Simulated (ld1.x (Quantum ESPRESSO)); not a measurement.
## Before and after: TM potential for Cl (Z = 17)

```
Element                 : chlorine (Cl)
Generator               : ld1.x (Quantum ESPRESSO) 7.5
Type                    : norm-conserving Troullier–Martins (Kleinman–Bylander form)
Functional              : PBE
Relativity              : fully relativistic
Frozen core             : [Ne]
Valence charge          : 7
Reference configuration : 3s2 3p5
Partial waves           : 3s (bound): rc 1.25 bohr; 3p (bound): rc 1.35 bohr
Local potential         : the p channel
Core correction         : Bessel-smoothed model core, default radius (core density twice the valence density)
```

Open shells are filled in proportion to 2j + 1 (rel_dist='average').

Change: wave 3p (bound): rc 1.35 bohr becomes 3p (bound): rc 0.98 bohr.

Cutoffs: the cutoffs (Ry, on a coarse ladder) from which the occupation-weighted sum of valence levels, in a spherical-Bessel basis at the reference potential, stays within 10 and 1 mRy of its value at 400 Ry; they do not see the model core or the augmentation charge, which bear on the density cutoff. Errors are all-electron minus pseudo energies relative to the spin-unpolarised reference configuration.

Task: Predict the effect on cutoff, ghosts and configuration errors.

Result: The potential gets harder (50 Ry and 80 Ry → 120 Ry and 200 Ry); of the 7 tests that both files solve, the error grows in 4 and shrinks in 0 by more than 15 % and 0.3 meV (median size 4.1 → 7.5 meV); neither file shows a bound ghost. A smaller radius makes the pseudo-wave follow the all-electron one further in, where it bends more sharply, so more plane waves are needed. That the errors move this way runs against the usual rule that smaller radii transfer better.

| quantity | base | changed |
| --- | --- | --- |
| cutoff, loose | 50 Ry | 120 Ry |
| cutoff, tight | 80 Ry | 200 Ry |
| loose cutoff by channel (10 mRy a level) | s 30 Ry, p 12 Ry | s 30 Ry, p 100 Ry |
| bound ghosts | none | none |
| largest miss of a reference level, eV | 0.08 | 0.08 |
| error for 3s2 3p4, meV [ΔE 13.88 eV] | +4.1 | +7.5 |
| error for 3s2 3p3, meV [ΔE 39.32 eV] | +25 | +38 |
| error for 3s2 3p2, meV [ΔE 77.63 eV] | +82 | +107 |
| error for 3s2 3p1, meV [ΔE 129.87 eV] | +200 | +219 |
| error for 3s2 3p4.5, meV [ΔE 5.58 eV] | +0.8 | +1.9 |
| error for 3s1 3p6, meV [ΔE 12.15 eV] | -0.5 | +0.5 |
| error for 3s2 3p5.3, meV [ΔE -2.14 eV] | +0.1 | -0.1 |
